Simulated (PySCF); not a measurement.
CaF2, charge +1, sextet, geometry from GFN2-xTB of the parent state (such geometries of metal compounds can be far from the true shape) (a state made from the parent by changing its charge; the spin is typed, not shown lowest); PySCF with SVWN5/def2-SVP.

Input for PySCF:
```python
from pyscf import gto, scf, dft

mol = gto.M(
    atom='''
Ca    0.616942   -0.101181   -0.231655
F    -0.865299    1.211631   -0.701577
F    -0.505683   -0.986784    1.216365
''',
    basis='def2-svp',
    charge=1,
    spin=5,
    verbose=4,
)

mf = dft.ROKS(mol)
mf.xc = 'lda,vwn'
mf.kernel()
mf.analyze()
```

Question: What does PySCF print? Leave out banner, timings and long lists.

Answer: 
```
PySCF version 2.14.0

[INPUT] verbose = 4
[INPUT] num. atoms = 3
[INPUT] num. electrons = 37
[INPUT] charge = 1
[INPUT] spin (= nelec alpha-beta = 2S) = 5
[INPUT] symmetry False subgroup None
[INPUT] Mole.unit = angstrom
[INPUT] Symbol           X                Y                Z      unit          X                Y                Z       unit  Magmom
[...]
nuclear repulsion = 108.194037237966
number of shells = 22
number of NR pGTOs = 109
number of NR cGTOs = 52
basis = def2-svp
ecp = {}

******** <class 'pyscf.dft.roks.ROKS'> ********
method = ROKS
initial guess = minao
damping factor = 0
level_shift factor = 0
DIIS = <class 'pyscf.scf.diis.CDIIS'>
diis_start_cycle = 1
diis_space = 8
diis_damp = 0
SCF conv_tol = 1e-09
SCF conv_tol_grad = None
SCF max_cycles = 50
direct_scf = True
direct_scf_tol = 1e-13
num. doubly occ = 16  num. singly occ = 5
XC library pyscf.dft.libxc version 7.1.2
    S. Lehtola, C. Steigemann, M. J. T. Oliveira, and M. A. L. Marques,  SoftwareX 7, 1–5 (2018)
XC functionals = lda,vwn
    P. A. M. Dirac,  Math. Proc. Cambridge Philos. Soc. 26, 376 (1930)
    F. Bloch,  Z. Phys. 57, 545 (1929)
    S. H. Vosko, L. Wilk, and M. Nusair,  Can. J. Phys. 58, 1200 (1980)
radial grids:
    Treutler-Ahlrichs [JCP 102, 346 (1995); DOI:10.1063/1.469408] (M4) radial grids

becke partition: Becke, JCP 88, 2547 (1988); DOI:10.1063/1.454033
pruning grids: <function nwchem_prune>
grids dens level: 3
symmetrized grids: False
atomic radii adjust function: <function treutler_atomic_radii_adjust>
small_rho_cutoff = 0
Set gradient conv threshold to 3.16228e-05
tot grids = 48952
init E= -873.811497721248
[...]
cycle= 1 E= -872.689581299229  delta_E= 1.12  |g|= 0.732  |ddm|= 1.93

WARN: HOMO -0.194629624493466 >= LUMO -0.196876285560452

cycle= 2 E= -869.950575679668  delta_E= 2.74  |g|= 2.56  |ddm|= 3.12

WARN: HOMO -0.231911283027835 >= LUMO -0.860365380122002

cycle= 3 E= -868.63246598769  delta_E= 1.32  |g|= 1.76  |ddm|= 3.57

WARN: HOMO -0.0945796758029829 >= LUMO -0.229751435303311

cycle= 4 E= -872.625712095538  delta_E= -3.99  |g|= 0.403  |ddm|= 8.93

WARN: HOMO -0.294999253341701 >= LUMO -0.329362248951924

cycle= 5 E= -871.155693746862  delta_E= 1.47  |g|=  1.8  |ddm|= 8.87

WARN: HOMO -0.206367153929869 >= LUMO -0.930079298751519

cycle= 6 E= -869.276451565427  delta_E= 1.88  |g|= 1.68  |ddm|= 3.69

WARN: HOMO -0.191913984587845 >= LUMO -0.298331385101931

cycle= 7 E= -872.605676786908  delta_E= -3.33  |g|= 0.639  |ddm|= 3.36

[...]
[...]
cycle= 39 E= -872.045578793606  delta_E= 0.682  |g|= 1.46  |ddm|= 1.96

WARN: HOMO -0.190352528995535 >= LUMO -0.210224122013478

cycle= 40 E= -871.678156785868  delta_E= 0.367  |g|= 1.65  |ddm|= 1.33

WARN: HOMO -0.182606034628484 >= LUMO -0.203897703901838

cycle= 41 E= -871.601578117213  delta_E= 0.0766  |g|= 1.67  |ddm|= 0.275

WARN: HOMO -0.182525324753214 >= LUMO -0.203647702353633

cycle= 42 E= -871.751725981643  delta_E= -0.15  |g|= 1.62  |ddm|= 0.28

WARN: HOMO -0.226646077696337 >= LUMO -0.246051834556161

cycle= 43 E= -871.410580219488  delta_E= 0.341  |g|= 1.63  |ddm|= 0.746

WARN: HOMO -0.221586456447253 >= LUMO -0.806992571194993

cycle= 44 E= -871.29394378758  delta_E= 0.117  |g|= 1.16  |ddm|= 1.85

WARN: HOMO -0.207043400297141 >= LUMO -0.20974285912773

cycle= 45 E= -871.385912072223  delta_E= -0.092  |g|= 1.71  |ddm|= 2.23

WARN: HOMO -0.187425038242579 >= LUMO -0.205456605890546

cycle= 46 E= -871.503143434323  delta_E= -0.117  |g|= 1.71  |ddm|= 1.31

WARN: HOMO -0.152184834669956 >= LUMO -0.184585126731906

cycle= 47 E= -872.083272587256  delta_E= -0.58  |g|= 1.35  |ddm|= 2.28

WARN: HOMO -0.139590886065549 >= LUMO -0.262988436608237

cycle= 48 E= -871.360089418694  delta_E= 0.723  |g|=  1.8  |ddm|= 2.76

WARN: HOMO -0.159554287002501 >= LUMO -0.194367284419546

cycle= 49 E= -871.392557956122  delta_E= -0.0325  |g|= 1.83  |ddm|= 1.92

WARN: HOMO -0.159723261910749 >= LUMO -0.193439431848095

cycle= 50 E= -871.379339574836  delta_E= 0.0132  |g|= 1.83  |ddm|= 0.468
SCF not converged.
SCF energy = -871.379339574836
**** SCF Summaries ****
Total Energy =                        -871.379339574835967
Nuclear Repulsion Energy =             108.194037237965588
One-electron Energy =                -1409.079626762500538
Two-electron Energy =                  429.506249949698997
Two-electron Coulomb Energy =          483.116556234403220
DFT Exchange-Correlation Energy =      -53.610306284704237
HOMO-LUMO gap [eV] =                    -0.917463715281048
**** MO energy ****
                Roothaan           | alpha              | beta
[...]
 ** Mulliken pop on meta-lowdin orthogonal AOs  **
 ** Mulliken pop  **
 ** Mulliken atomic charges  **
charge of    0Ca =      0.10152
charge of    1F =     -0.98572
charge of    2F =      1.88420

WARN: System has nonzero charge 1; the dipole moment is origin-dependent.
Location of origin: [0. 0. 0.]

Dipole moment(X, Y, Z, Debye):  4.06486, -14.09250, 14.29435
```

The run did not converge; its last values are not results.
